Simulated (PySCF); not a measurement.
Computed shifts of a molecule C₃H₁₀OSi₂, B3LYP/pcSseg-1 (PySCF), GIAO, gas phase, atoms alike by connectivity averaged where their shifts nearly agree, in ppm (number of nuclei): ¹³C: 82.6 (1), 65.3 (1), 28.4 (1). ²⁹Si: -6.1 (1), -65.1 (1). ¹H: 5.76 (1), 5.29 (1), 5.05 (1), 5.04 (1), 4.39 (3), 2.01 (3). References: ¹³C against TMS (σ = 181.3 ppm); ¹⁷O against H2O (σ = 333.8 ppm); ²⁹Si against TMS (σ = 338.7 ppm); ¹H against TMS (σ = 31.68 ppm), references at their B3LYP-D3(BJ)/def2-TZVP geometries, non-relativistic. Geometry: PBE-D3(BJ)/def2-SVP. One conformer was computed; it need not be the lowest.

### Question
Identify the compound among the candidates.
A. O[C@H]1C[Si@@H]([SiH3])C1
B. C[C@@H]1O[C@H]([SiH3])[SiH2]1
C. O[SiH2]C/C=C/[SiH3]
D. [SiH3]O[C@H]1C[C@H]1[SiH3]

### Answer
B, C[C@@H]1O[C@H]([SiH3])[SiH2]1
